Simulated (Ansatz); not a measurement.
Born–Oppenheimer molecular dynamics of ClH4NOSi (8 atoms, charge 0, multiplicity 1). It goes on from the last frame of an earlier run, with new velocities.

All numbers below come from RKS B3LYP/6-31G* (Ansatz 0.2.0).

```yaml
ensemble: NVT, Langevin thermostat
time_step: 0.5 fs
steps_asked: 150
set_temperature: 500 K
friction: 0.001 /fs
seed: 668289
```

First frame:

```xyz
8
Properties=species:S:1:pos:R:3
Si -0.138 -0.007 0.108
N 0.028 -0.167 1.813
H -0.653 0.026 2.495
H 0.736 0.556 2.062
H 1.243 0.052 -0.498
Cl -0.907 1.724 -0.678
O -1.012 -1.250 -0.463
H -0.916 -1.977 0.111
```

(1) How far do the bonds stretch over the last three quarters of this one trajectory? (Pairs bonded in most of those frames.)

Answers

(1) 
| bond | mean (Å) | spread (Å) | shortest | longest |
| --- | --- | --- | --- | --- |
| Si1–N2 | 1.721 | 0.038 | 1.66 | 1.81 |
| Si1–H5 | 1.482 | 0.035 | 1.43 | 1.54 |
| Si1–Cl6 | 2.104 | 0.076 | 1.98 | 2.20 |
| Si1–O7 | 1.693 | 0.074 | 1.56 | 1.79 |
| N2–H3 | 1.016 | 0.026 | 0.97 | 1.06 |
| N2–H4 | 1.014 | 0.007 | 1.00 | 1.03 |
| O7–H8 | 0.978 | 0.039 | 0.91 | 1.03 |

Mean temperature of the second half: 365 K. The mean temperature of the second half is 27 % below the set value. A run of 0.075 ps of so small a system gives no equilibrium averages.

The run took 6.5 min on 1 thread of AMD EPYC 7R43 64-Core Processor (Zen 3) (shared host), peak memory 0.16 GiB.
